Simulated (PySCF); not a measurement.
# TDDFT excited states: H3Na3O3

Compound: (NaOH)3 ring, H3Na3O3.
Structure used (PBE0-D3(BJ)/def2-SVP), in Å, numbered top down from 1:
```xyz
9
H3Na3O3 angstrom
Na     1.1843   -1.4798   -0.5184
O      1.2004    0.1356   -1.8630
Na    -0.1223    1.5971   -1.1294
O     -1.3369    1.6769    0.5848
Na    -1.0568   -0.1189    1.6465
O      0.1377   -1.8093    1.2804
H      1.7153    0.2012   -2.6704
H     -1.9214    2.3932    0.8427
H      0.1997   -2.5961    1.8267
```

Level of theory: TDDFT wB97X-D/def2-SVPD, vertical, gas phase, core orbitals frozen in the response in PySCF 2.14.0, density-fitted response routines.

Q: What does the calculation give for the low-lying excited states?

A: 

```csv
state,E (eV),λ (nm),ν̃ (cm⁻¹),f,|μ| (D),symmetry,"main configurations (H = HOMO, L = LUMO)"
S1,5.15,240.9,41520,0.0000,0.02,–,H-1/H→L (≥54%)
S2,5.15,240.7,41540,0.0001,0.07,–,H-1/H→L (≥54%)
S3,5.25,236.2,42330,0.189,3.08,A2″,H-2→L (55%)
S4,5.41,229.2,43630,0.0000,0.02,–,H-3→L (62%)
S5,5.60,221.5,45150,0.115,2.33,E′,"H-4→L (52%), H-3→L+1/L+2 (≥11%)"
S6,5.60,221.5,45150,0.115,2.33,E′,"H-5→L (52%), H-3→L+1/L+2 (≥11%)"
S7,5.99,207.2,48270,0.0000,0.02,–,H-1/H→L+1/L+2 (≥58%)
S8,6.02,205.9,48560,0.0000,0.01,–,"H-1/H→L+1/L+2 (≥26%), H-2→L+1/L+2 (≥24%)"
S9,6.03,205.8,48600,0.0000,0.01,–,"H-2→L+1/L+2 (≥26%), H-1/H→L+1/L+2 (≥25%)"
```

Triplets, Tamm–Dancoff:

```tsv
state	E (eV)	λ (nm)	main configurations (H = HOMO, L = LUMO)
T1	5.09	243.6	H-1/H→L (≥52%)
T2	5.09	243.5	H-1/H→L (≥52%)
T3	5.16	240.3	H-2→L (50%)
```

The lowest singlet level (S1/S2) comes at 241 nm (497 kJ/mol) in the ultraviolet; it is dark (f under 0.0005). The most intense listed level is S5/S6 at 5.60 eV (222 nm, f = 0.230 summed), 0.45 eV above S1. S1/S2, S5/S6 and S8/S9 lie within about 0.01 eV of each other in each set; the point group D3h has degenerate representations, and within a degenerate level the listed configurations can mix freely. Löwdin shares by element: HOMO (one of a set within 0.03 eV) oxygen 85% or more, hydrogen 4% or more; LUMO sodium 95%. Weighted by f, the mean energy of these states is 5.44 eV. The listed states span 0.88 eV, and the widest gap between neighbours is 0.39 eV (S6 to S7). The oscillator strengths of these states sum to 0.419; summed over the whole spectrum of an exact calculation they would give the number of electrons, 60 (Thomas–Reiche–Kuhn). All these states lie below the vertical ionisation energy of 8.66 eV (ΔSCF). Symmetry labels in D3h follow from the direction of the transition dipole and are given only for states with f of 0.002 or more. Orbitals of the list HOMO-3 to LUMO+2 that lie within 0.01 eV of each other are written together with a slash and their weights summed (≥ marks a lower bound); for degenerate orbitals outside that list single weights are arbitrary. The window holds the lowest 10 singlets. The highest level found (6.33 eV, f 0.0043 so far) is left out, since the window may have cut off a degenerate partner.

One conformer stands for the species.
